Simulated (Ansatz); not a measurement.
Reaction (substitution at a C–C bond): `CC/C=C\Br` + `OB(O)O` → `CCOB(O)O` + `C=CBr`

Gas-phase electronic energies from Ansatz, PBE0-D4/def2-TZVP geometries. CCSD(T)/CBS is the MP2 limit (def2-TZVPP, def2-QZVPP) plus CCSD(T) − MP2 in def2-TZVPP, frozen cores. This one scheme is used for every species. DFT in def2-TZVPP. B3LYP here is the variant with VWN-RPA as its local correlation; programs differ in this. For Br outer-core shells are correlated without core-valence functions, which leaves a few kJ/mol of doubt a bond. Scalar relativity is left out up to krypton. One conformer a species, not always the lowest.

```json
{"level": "ωB97M-V", "ΔE (kJ/mol)": "52.5"}
{"level": "B3LYP", "ΔE (kJ/mol)": "46.5"}
```

Problem. What does CCSD(T)/CBS give? (Estimate.)

Solution. The calculation gave: +56.8 kJ/mol. The listed levels differ from it by -4.3, -10.3 kJ/mol.

Largest T1 diagnostic among the species: 0.012.

The D4 term adds +3.6 kJ/mol with B3LYP and +2.0 kJ/mol with PBE0; it sums over pairs of atoms, weighted by their polarisabilities, and B3LYP, whose exchange is more repulsive, gets the larger term. In def2-TZVPP, CCSD(T) changes the Hartree–Fock value by +12.9 kJ/mol (the triples alone add +1.4 kJ/mol) and MP2 by +21.6 kJ/mol.
